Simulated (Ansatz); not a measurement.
C₆H₄AlF₇O₂ (`[CH3][Al-]1([F])[O]C(C(F)(F)F)=CC(C(F)(F)F)=[O+]1`), 20 atoms. Total charge 0; spin multiplicity 1. Hardware: A = 11 threads of an AMD EPYC 7R13 on a shared host; B = 11 threads of an AMD EPYC 7R13 on a shared host and a whole NVIDIA H100 80 GB. Correlated methods freeze the cores.

(1) How many basis functions does each run have, and how long does it take in Ansatz? RKS PBE0-D4/def2-QZVPP energy [B]; RKS SPW92 (LDA)/def2-TZVPP energy [B]; RKS ωB97M-V/def2-SVP energy [A]; RKS B3LYP-D4/def2-TZVPP energy and forces [B]; RHF-CCSD(T)/def2-SVP energy [B]; RKS PBE0-D4/def2-TZVPP energy [B]; RHF-MP2/def2-QZVPP energy [B]; RHF-CCSD(T)/def2-TZVPP energy [B]; direct RPA on PBE orbitals/def2-TZVPP energy [B]; RKS PBE0-D4/def2-TZVP relaxation (14 steps) [B]; RKS r2SCAN0-D4/def2-TZVPP energy [B]; RKS PBE0-D4/def2-SVP energy [A]. (An estimate is asked.)

Results:

(1) Computed: Other jobs shared the machine, so times are rough.

| level | job | functions | wall time | peak host memory (GiB) |
| --- | --- | --- | --- | --- |
| RKS PBE0-D4/def2-SVP | energy [A] | 248 | 3 s | 1.7 |
| RKS B3LYP-D4/def2-TZVPP | energy and forces [B] | 563 | 3.7 s | 1.7 |
| RKS r2SCAN0-D4/def2-TZVPP | energy [B] | 563 | 4.5 s | 1.7 |
| RKS PBE0-D4/def2-TZVPP | energy [B] | 563 | 5 s | 1.1 |
| RKS PBE0-D4/def2-QZVPP | energy [B] | 1045 | 6 s | 1.7 |
| RKS SPW92 (LDA)/def2-TZVPP | energy [B] | 563 | 7 s | 1.1 |
| direct RPA on PBE orbitals/def2-TZVPP | energy [B] | 563 | 8 s | 3.2 |
| RKS ωB97M-V/def2-SVP | energy [A] | 248 | 8.5 s | 1.7 |
| RHF-MP2/def2-QZVPP | energy [B] | 1045 | 9 s | 1.9 |
| RHF-CCSD(T)/def2-SVP | energy [B] | 248 | 9 s | 1.7 |
| RKS PBE0-D4/def2-TZVP | relaxation (14 steps) [B] | 526 | 41 s | 1.4 |
| RHF-CCSD(T)/def2-TZVPP | energy [B] | 563 | 120 s | 3 |

B3LYP here is the variant with VWN-RPA as its local correlation; programs differ in this.
